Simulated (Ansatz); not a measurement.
CH5NOSi, SMILES `O=CN[SiH3]` at its PBE0-D4/def2-TZVP geometry, where that method's forces vanish. Total charge 0; spin multiplicity 1.

```xyz
9

O     1.5895    0.1535    1.1608
C     0.7487   -0.7111    1.0667
N    -0.2853   -0.6314    0.1925
Si   -0.4150    0.7816   -0.8485
H     0.7641   -1.6262    1.6865
H    -0.9420   -1.3952    0.1778
H    -0.5832    2.0139   -0.0468
H     0.7617    0.8906   -1.7390
H    -1.6385    0.5244   -1.6501
```

What forces (eV/Å) does ωB97M-V/def2-TZVPP give on these atoms in the Gaussian-basis code of Ansatz? (Estimate.)

Ansatz gave: 
```
O1   0.057  0.087 -0.013
C2   0.072 -0.234  0.213
N3  -0.203 -0.020 -0.148
Si4 -0.008  0.162 -0.114
H5   0.019  0.103 -0.054
H6   0.043  0.036  0.010
H7   0.022 -0.151 -0.098
H8  -0.143 -0.013  0.110
H9   0.140  0.029  0.092
```
